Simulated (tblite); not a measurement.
C2H13BSSi2.
Atom-mapped SMILES: `[CH3:1][S@@+:2]([SiH3:3])[BH2-:4][CH2:5][SiH3:6]` (hydrogens: H7, H8, H9 on C1; H10, H11, H12 on Si3; H13, H14 on B4; H15, H16 on C5; H17, H18, H19 on Si6)

Computed with GFN2-xTB (tblite), gas phase: L-BFGS steps from a force-field or distance-geometry start until the largest atomic force falls under 0.01 eV/Å.

Step 5: E = -513.0706 eV
```
atom  x, y, z in Å  |  force x, y, z in eV/Å
C1     -2.0794    1.9416    0.0683   -0.058  -0.064   0.067
S2     -1.2402    0.4916    0.8058   -0.097  -0.090  -0.084
Si3    -2.3085   -1.2908    0.0550    0.076   0.188   0.015
B4      0.6090    0.4308   -0.0950   -0.141   0.035   0.043
C5      1.4269   -0.5708    0.8436   -0.007   0.003  -0.014
Si6     3.1696   -0.6361    0.1420    0.129  -0.047   0.007
H7     -3.0778    1.9769    0.4930   -0.045   0.085  -0.121
H8     -2.1066    1.9139   -1.0196    0.055  -0.166   0.150
H9     -1.5053    2.8064    0.3951   -0.051  -0.082  -0.038
H10    -2.3476   -1.2889   -1.4015    0.015   0.083   0.002
H11    -1.5837   -2.4245    0.6055    0.032   0.075   0.023
H12    -3.6386   -1.1624    0.6418   -0.008   0.046  -0.024
H13     0.4075    0.0285   -1.1989   -0.142   0.081   0.062
H14     0.9471    1.5663   -0.0181   -0.084  -0.004  -0.050
H15     0.9940   -1.5748    0.8588    0.019  -0.017   0.001
H16     1.4559   -0.2320    1.8827    0.001  -0.008  -0.044
H17     3.7599    0.7041    0.1590    0.087  -0.024  -0.015
H18     3.1230   -1.1309   -1.2381    0.089  -0.021   0.001
H19     3.9849   -1.5398    0.9547    0.131  -0.072   0.020
```

Step 6: E = -513.0789 eV
```
atom  x, y, z in Å  |  force x, y, z in eV/Å
C1     -2.0803    1.9344    0.0720   -0.131   0.075  -0.002
S2     -1.2492    0.4885    0.8131    0.034  -0.040  -0.047
Si3    -2.3052   -1.2840    0.0548   -0.036   0.043  -0.037
B4      0.6108    0.4326   -0.0979   -0.143   0.002   0.085
C5      1.4300   -0.5721    0.8412   -0.056   0.030  -0.007
Si6     3.1754   -0.6389    0.1429    0.088  -0.027   0.023
H7     -3.0834    1.9821    0.4882    0.002   0.052  -0.116
H8     -2.1046    1.9081   -1.0170    0.058  -0.189   0.169
H9     -1.5073    2.8036    0.3930   -0.052  -0.120  -0.021
H10    -2.3472   -1.2848   -1.4066    0.022   0.087   0.100
H11    -1.5805   -2.4214    0.6080   -0.007   0.135  -0.011
H12    -3.6407   -1.1586    0.6424    0.068   0.031  -0.066
H13     0.3982    0.0306   -1.2010   -0.120   0.091   0.095
H14     0.9420    1.5717   -0.0193   -0.089  -0.058  -0.050
H15     0.9946   -1.5758    0.8625    0.035   0.004  -0.043
H16     1.4545   -0.2350    1.8817    0.024   0.016  -0.067
H17     3.7643    0.7024    0.1579    0.086  -0.031  -0.010
H18     3.1277   -1.1315   -1.2369    0.090  -0.031  -0.016
H19     3.9910   -1.5428    0.9549    0.128  -0.070   0.022
```

**Question.** Estimate the geometry and energy of step 7. (The exact step hangs on the optimiser's Hessian estimate; all steps are aligned on step 6, rigid shifts and turns removed.)

**Answer.** E = -513.0878 eV, largest force 0.231 eV/Å
```
atom  x, y, z in Å  |  force x, y, z in eV/Å
C1     -2.0832    1.9276    0.0763   -0.152   0.149  -0.049
S2     -1.2580    0.4845    0.8192    0.149   0.044   0.030
Si3    -2.3022   -1.2757    0.0541   -0.138  -0.115  -0.078
B4      0.6091    0.4344   -0.0989   -0.127  -0.029   0.106
C5      1.4325   -0.5729    0.8381   -0.066   0.043  -0.009
Si6     3.1829   -0.6424    0.1445    0.023  -0.011   0.038
H7     -3.0899    1.9887    0.4811    0.001   0.013  -0.080
H8     -2.1013    1.8979   -1.0114    0.052  -0.197   0.108
H9     -1.5102    2.7986    0.3905   -0.029  -0.108   0.011
H10    -2.3464   -1.2786   -1.4100    0.026   0.088   0.155
H11    -1.5774   -2.4153    0.6105   -0.037   0.177  -0.039
H12    -3.6417   -1.1539    0.6416    0.114   0.020  -0.095
H13     0.3861    0.0348   -1.2011   -0.100   0.086   0.106
H14     0.9349    1.5760   -0.0216   -0.088  -0.091  -0.038
H15     0.9960   -1.5769    0.8654    0.047   0.023  -0.085
H16     1.4535   -0.2376    1.8795    0.044   0.041  -0.073
H17     3.7708    0.7001    0.1566    0.083  -0.042  -0.002
H18     3.1345   -1.1327   -1.2360    0.091  -0.038  -0.020
H19     4.0001   -1.5474    0.9556    0.108  -0.054   0.014
```

The energy changes by -0.0089 eV. The first-order estimate −F·Δx gives -0.0118 eV and the mean of the old and new forces, exact on a quadratic surface, -0.0089 eV. The step makes an angle of 54° with the force vector and moves no atom by more than 0.013 Å.

What follows is the cost of the whole relaxation. Time: 0.88 s of wall time. Hardware: Intel Xeon 6975P-C, one thread, no GPU, shared host with 192 logical CPUs at a one-minute load of 58.
